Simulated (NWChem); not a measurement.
Molecule: AlPH4; SMILES [AlH2][PH2]

Program: NWChem. Geometry: optimised at PBE0/def2-SVP. Core excitations by TDA in a window of 1s orbitals, non-relativistic and unshifted: absolute energies depend strongly on the exact-exchange share.

**Question.** What does the run give for Al K edge, PBE/def2-TZVP? Quantities: first 1s excitation (eV); dipole oscillator strength of the first; first state with f > 0.002 (eV); dipole oscillator strength of that state.

**Answer.** 
```yaml
first 1s excitation (eV): 1504.6
dipole_oscillator_strength_of_the_first: 0.0042
first state with f > 0.002 (eV): 1504.6
dipole_oscillator_strength_of_that_state: 0.0042
```
